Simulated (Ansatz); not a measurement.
The lowest singlet and triplet of C3H4O (SMILES [CH2]C([CH2])=O); geometries from B3LYP-D3(BJ)/def2-TZVP, each state relaxed from the structure named, with no frequency check, low spin by broken symmetry.
Singlet (charge 0, multiplicity 1):
```xyz
8

C      1.0480    -0.7261     0.5361
C      0.0212     0.1193    -0.0339
C     -1.2692    -0.5183    -0.1828
O      0.2294     1.2902    -0.3664
H      2.0416    -0.3231     0.6801
H      0.8491    -1.7499     0.8221
H     -2.0906     0.0475    -0.6018
H     -1.4349    -1.5451     0.1135
```
Triplet (charge 0, multiplicity 3):
| atom | x (Å) | y (Å) | z (Å) |
|---|---|---|---|
| C | 1.0961 | -0.7167 | 0.4957 |
| C | 0.0109 | 0.0647 | -0.0163 |
| C | -1.2984 | -0.4875 | -0.1927 |
| O | 0.2144 | 1.2757 | -0.3210 |
| H | 2.0618 | -0.2464 | 0.6072 |
| H | 0.9752 | -1.7555 | 0.7710 |
| H | -2.0780 | 0.1499 | -0.5829 |
| H | -1.5250 | -1.5162 | 0.0522 |

A positive gap puts the triplet lower; no zero-point energy. R- takes a restricted singlet, here one determinant of a half-filled degenerate or near-degenerate pair, which mixes singlet states. The triplet is unrestricted in single-reference levels. Active spaces average the two states.

Cores are frozen in the correlated methods.

The values were computed with Ansatz (a first-principles code). 

R-PBE/def2-TZVPP gives 22.4 kJ/mol for the gap E(singlet) − E(triplet), adiabatic.

### Question
How do the other levels lie against it? Give each less PBE: R-r2SCAN/def2-TZVPP, R-PBE0/def2-TZVPP, R-wB97M-V/def2-TZVPP, R-B2PLYP/def2-TZVPP, R-MP2/cc-pVDZ, R-CCSD(T)/cc-pVDZ, SC-NEVPT2 on SA-CASSCF(4,4)/cc-pVDZ, FIC-MRCISD+Q on SA-CASSCF(4,4)/cc-pVDZ.

### Answer
R-r2SCAN/def2-TZVPP 47.4; R-PBE0/def2-TZVPP 45.2; R-wB97M-V/def2-TZVPP 41.7; R-B2PLYP/def2-TZVPP 8.8; R-MP2/cc-pVDZ -9.8; R-CCSD(T)/cc-pVDZ -3.8; SC-NEVPT2 on SA-CASSCF(4,4)/cc-pVDZ -11.0; FIC-MRCISD+Q on SA-CASSCF(4,4)/cc-pVDZ -8.7 kJ/mol. 4 of 8 lie above PBE; the widest gap is to R-r2SCAN/def2-TZVPP.

Doubts at one or more of the structures used: a restricted determinant that unrestricted orbitals would lower (R-PBE/def2-TZVPP, R-r2SCAN/def2-TZVPP, R-PBE0/def2-TZVPP, R-wB97M-V/def2-TZVPP, R-B2PLYP/def2-TZVPP, R-MP2/cc-pVDZ, R-CCSD(T)/cc-pVDZ); a spin-contaminated determinant (R-MP2/cc-pVDZ, R-CCSD(T)/cc-pVDZ).

Measured: singlet 1A1 below triplet 3B2 by 55 ± 2 meV = 1.3 kcal/mol (with zero-point energy) [Ichino et al. (2011)].
